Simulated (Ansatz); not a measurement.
Stepwise reaction of `[CH3][Al]([SH])[SH]` with hydrogen chloride, as a gas-phase model of exchange steps in deposition or etching. ΔE in kJ/mol.

Program: Ansatz. Geometries: PBE0-D4/def2-TZVP. ΔE: electronic, gas phase. CBS: MP2 limit from def2 TZ/QZ plus the TZ coupled-cluster correction, frozen cores. This one scheme is used for every species. Functionals use def2-TZVPP. B3LYP here is the variant with VWN-RPA as its local correlation; programs differ in this. One conformer a species, not always the lowest.

```tsv
step	reaction	PBE-D4	B3LYP-D4	ωB97M-V	CCSD(T)/CBS
1	`[CH3][Al]([SH])[SH]` + HCl → `[CH3][Al]([SH])[Cl]` + H₂S	-48.0	-54.5	-55.1	-52.6
2	`[CH3][Al]([SH])[Cl]` + HCl → `[CH3][Al]([Cl])[Cl]` + H₂S	-41.7	-48.3	-49.0	-47.3
```

(1) By hand: ΔE of the 2 steps together at CCSD(T)/CBS.

Answers

(1) (-52.6) + (-47.3) = -99.9 kJ/mol, or -50.0 kJ/mol a step.

In ΔE each step is higher than the one before. All are downhill at CCSD(T)/CBS. PBE-D4 differs from CCSD(T)/CBS by 4.6 to 5.6 kJ/mol a step. Isolated molecules leave out the surface, adducts and barriers. Largest T1 diagnostic: 0.011.
